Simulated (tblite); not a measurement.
Compound: C5H6ClF3O.
Numbering: `[CH3:1][C@H:2]([CH2:3][C:4](=[O:5])[Cl:6])[C:7]([F:8])([F:9])[F:10]` (hydrogens: H11, H12, H13 on C1; H14 on C2; H15, H16 on C3)

Geometry (GFN2-xTB, Å), atoms numbered from 1 in this order:
```xyz
16
C5H6ClF3O angstrom
C     -0.2822    0.2185   -1.4812
C     -0.3529    0.3022    0.0418
C      0.8096   -0.4485    0.7075
C      2.1388    0.1695    0.3923
O      3.0794   -0.3480   -0.1031
Cl     2.2232    1.8680    0.8830
C     -1.6703   -0.2968    0.5259
F     -1.8104   -1.5831    0.1753
F     -1.7869   -0.2539    1.8629
F     -2.7297    0.3555    0.0316
H      0.6420    0.6685   -1.8326
H     -1.1199    0.7471   -1.9295
H     -0.3106   -0.8185   -1.8085
H     -0.3487    1.3483    0.3643
H      0.8306   -1.4862    0.3652
H      0.6804   -0.4337    1.7935
```

All values are computed: GFN2-xTB (tblite) harmonic vibrations without scaling, gas phase. The method is semi-empirical: single wavenumbers can be off by several per cent or more. One conformer, not necessarily the lowest.

Harmonic wavenumbers (cm⁻¹): 28.0, 53.4, 67.9, 122.8, 174.0, 203.6, 229.0, 292.5, 356.5, 367.7, 421.3, 449.1, 491.8, 516.5, 564.5, 614.0, 632.0, 802.3, 898.0, 944.1, 1008.3, 1010.9, 1073.3, 1078.8, 1102.2, 1137.6, 1178.1, 1203.2, 1244.4, 1295.0, 1319.9, 1416.2, 1427.8, 1484.5, 1485.7, 1839.9, 2960.7, 2966.9, 2986.8, 3047.1, 3054.1, 3059.8.

A = 2042, B = 598.0, C = 569.9 MHz; mass 174.006 u (most abundant isotopes); point group C1, symmetry number 1.

Problem. What is the zero-point energy?

Solution. Half the sum of the wavenumbers: 23305 cm⁻¹ = 278.79 kJ/mol.

Problem. Entropy at 200 K, 1 bar (ideal gas, RRHO, classical rotation)?

Solution. Translation 164.90, rotation 122.69, vibration 95.68: S = 383.3 J/(mol K).

Problem. And Cp and H(200 K) − H(0)?

Solution. Cp = 126.23 J/(mol K), of which vibrations give 92.97 (their classical limit is 42 R = 349.2); H(200 K) − H(0) = 16.44 kJ/mol without the zero-point energy, 9.79 from vibrations.

Problem. How do the functions run with temperature in this model?

Solution. 
| T (K) | S (J/(mol K)) | Cp (J/(mol K)) | H − H(0) (kJ/mol) | G − H(0) (kJ/mol) | ln q(vib) |
| --- | --- | --- | --- | --- | --- |
| 100 | 312.0 | 83.4 | 5.91 | -25.29 | 2.60 |
| 300 | 441.8 | 164.6 | 31.01 | -101.53 | 8.49 |
| 500 | 541.5 | 227.4 | 70.59 | -200.17 | 13.90 |
| 800 | 662.0 | 283.9 | 148.16 | -381.45 | 21.21 |
| 1000 | 728.0 | 306.9 | 207.37 | -520.60 | 25.59 |

q(vib) and H(0) count from the zero-point level.

Problem. What must be added to the electronic energy to get the Gibbs energy at 200 K and 1 bar?

Solution. ZPE + [H(200 K) − H(0)] − T·S = 278.79 + 16.44 − 76.65 = 218.58 kJ/mol.

Problem. Which modes carry the vibrational entropy at 200 K?

Solution. 28.0 cm⁻¹: 21.65; 53.4 cm⁻¹: 16.32; 67.9 cm⁻¹: 14.35; 122.8 cm⁻¹: 9.61; 174.0 cm⁻¹: 6.97; 203.6 cm⁻¹: 5.85 J/(mol K); the other 36 give 20.92 together.

Problem. Blend soft modes into free rotors: weight 1/[1 + (100 cm⁻¹/ν̃)⁴] for the oscillator and the rest for a rotor with moment μB/(μ + B), μ = h/(8π²ν), B = 10⁻⁴⁴ kg m². What vibrational entropy results?

Solution. 84.71 J/(mol K) in place of 95.68, which changes −T·S at 200 K by +2.19 kJ/mol.

Hindered rotation and anharmonicity are outside this model. Other conformers, if any are populated, would add a mixing term that is left out. The structure is chiral; the term R ln 2 for an equal mix with its mirror image is left out.
